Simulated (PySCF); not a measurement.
**Relaxation of quartet Re(OH)2**

Computed with UPBE0 in PySCF with Re def2-SVP with ECP60, O def2-SVP, H def2-SVP; scalar-relativistic core potentials, no spin–orbit coupling; density-fitted integrals. A (50,194) grid was used.

A hand-made bent (heavy-atom frame) start, with no symmetry imposed:

```xyz
5
charge 0 multiplicity 4, angstrom
Re    0.0000    0.0000   -0.1745
O     1.5892    0.0000    0.9382
O    -1.5892    0.0000    0.9382
H     2.0946   -0.7354    1.2922
H    -2.0946    0.7354    1.2922
```

(1) What does it relax to?

(2) How much energy is released, and in how many steps?

Answers

(1) It ends at C2 with O–H 0.965 Å (×2), Re–O 1.870 Å (×2); H–O–Re 128.5° (×2), O–Re–O 159.7° (after a last refinement on a finer grid). A frequency run shows a minimum.

(2) 83.8 kJ/mol in 14 steps.

Other spin states or occupations of the open shell can lie lower. With an element this heavy the missing spin–orbit coupling can shift these numbers.

The relaxation took roughly 90 core-seconds on a shared host.
